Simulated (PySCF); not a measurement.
# Electron correlation in Mo (molybdenum, neutral)

[Kr] 4d5 5s1, high-spin 7S determinant. Computed with PySCF 2.14 in aug-cc-pVDZ-PP with ECP28MDF, with a scalar-relativistic core potential. Frozen: 4s2 4p6; 6 electrons correlated.

```tsv
level	correlation energy (mhartree)
CCSD	-74.60
(T)	-1.37
CCSD(T)	-75.97
```

Diagnostics: T1 = 0.011, D1 = 0.0277, largest double amplitude 0.021.

Cost of the coupled-cluster step: of the order of 2.6 core-seconds, for 6 correlated electrons.

Iterations:

```
CC2 = 0
CCSD nocc = (np.int64(6), np.int64(0)), nmo = (50, 50)
frozen orbitals [[0, 1, 2, 3], [0, 1, 2, 3]]
max_cycle = 100
direct = 0
conv_tol = 1e-08
conv_tol_normt = 1e-06
diis_space = 8
diis_start_cycle = 0
Init t2, MP2 energy = -0.0653203217086347
Init E_corr(UCCSD) = -0.0653203217238832
cycle = 1  E_corr(UCCSD) = -0.0727890417053783  dE = -0.00746871998  norm(t1,t2) = 0.0331749
cycle = 2  E_corr(UCCSD) = -0.0740178965345948  dE = -0.00122885483  norm(t1,t2) = 0.0130083
cycle = 3  E_corr(UCCSD) = -0.0746358917903579  dE = -0.000617995256  norm(t1,t2) = 0.00610264
cycle = 4  E_corr(UCCSD) = -0.0745928070045239  dE = 4.30847858e-05  norm(t1,t2) = 0.00062835
cycle = 5  E_corr(UCCSD) = -0.0745954105829261  dE = -2.6035784e-06  norm(t1,t2) = 0.000104845
cycle = 6  E_corr(UCCSD) = -0.0745963590117778  dE = -9.48428852e-07  norm(t1,t2) = 2.4564e-05
cycle = 7  E_corr(UCCSD) = -0.074596266458019  dE = 9.25537588e-08  norm(t1,t2) = 6.44317e-06
cycle = 8  E_corr(UCCSD) = -0.0745963029460429  dE = -3.64880239e-08  norm(t1,t2) = 1.3176e-06
cycle = 9  E_corr(UCCSD) = -0.0745963137746674  dE = -1.08286245e-08  norm(t1,t2) = 2.96342e-07
cycle = 10  E_corr(UCCSD) = -0.0745963124635803  dE = 1.31108713e-09  norm(t1,t2) = 6.56829e-08
UCCSD converged
E(UCCSD) = -67.41879143645072  E_corr = -0.0745963124635803
UCCSD(T) correction = -0.00136637041806933
```
